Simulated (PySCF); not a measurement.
C₂H₅OSSi (doublet state).
Atom-mapped SMILES: `[CH3:1][C:2](=[O:3])[S:4][SiH2:5]` (hydrogens: H6, H7, H8 on C1; H9, H10 on Si5)

Cartesian coordinates in Å at the GFN2-xTB level; atoms count from 1:
```xyz
10
C2H5OSSi angstrom
C     -1.8233    0.1717   -0.3210
C     -0.4095   -0.0021    0.1137
O     -0.0051    0.1401    1.2615
S      0.7767   -0.4148   -1.0770
Si     2.2054   -0.4168    0.6023
H     -2.4304    0.5227    0.5102
H     -1.8718    0.8797   -1.1462
H     -2.2086   -0.7819   -0.6806
H      2.4043    0.9585    1.0140
H      3.3711   -1.0526   -0.0051
```

The hyperfine couplings belong to this conformer and change with its torsions.

Computed, not measured: UKS B3LYP, pcH-1 on C H O S Si, non-relativistic, mean-field spin-orbit, GIAO in PySCF 2.14.0. Isolated species at its GFN2-xTB geometry (one conformer only). The geometry wasn't refined by DFT: couplings that depend on bond lengths, twists or pyramidal angles can differ widely from those at the functional's own minimum, by a factor of two or more for some ions and for spin on atoms past the first row. The SCF solution wasn't tested for stability.

Mulliken spin populations: C1 -0.003, C2 +0.030, O3 +0.026, S4 +0.016, Si5 +0.862, H6 0.000, H7 0.000, H8 +0.004, H9 +0.008, H10 +0.057.

Q: What dipolar couplings does the calculation give for H6, H7, H8?

A: 
```
atom          position  distance from Si5 (Å)  T1 (MHz)     T2    T3
  H6  4 bonds from Si5                   4.73     -1.06  -0.84  1.90
  H7  4 bonds from Si5                   4.62     -1.10  -0.73  1.83
  H8  4 bonds from Si5                   4.61     -0.95  -0.88  1.83
```

Q: Estimate them with point dipoles: put each population ρk at its nucleus, leave out the nucleus itself and the atom bound to it, and sum T = Σ [ρk/(2S)]·C·(3 n nᵀ − 1)/r³ with C = μ0 gₑ μB g_N μN/(4π h) = 79.06 MHz Å³.

A: 
| atom | T1 (MHz) | T2 | T3 | T3, computed | difference in T3 (%) |
| --- | --- | --- | --- | --- | --- |
| H6 | -1.10 | -0.90 | 2.01 | 1.90 | +6 |
| H7 | -1.07 | -0.93 | 2.00 | 1.83 | +9 |
| H8 | -1.06 | -1.00 | 2.06 | 1.83 | +12 |

In T3 the estimate is closest for H6 (+6 %, 4.73 Å from Si5) and worst for H8 (+12 %, 4.61 Å).

Q: If all the spin sat on Si5, T∥ = 2C/r³. What distance does the computed T3 of H7 then imply?

A: r = (2 × 79.06/1.83)^(1/3) = 4.42 Å, against 4.62 Å in the structure.
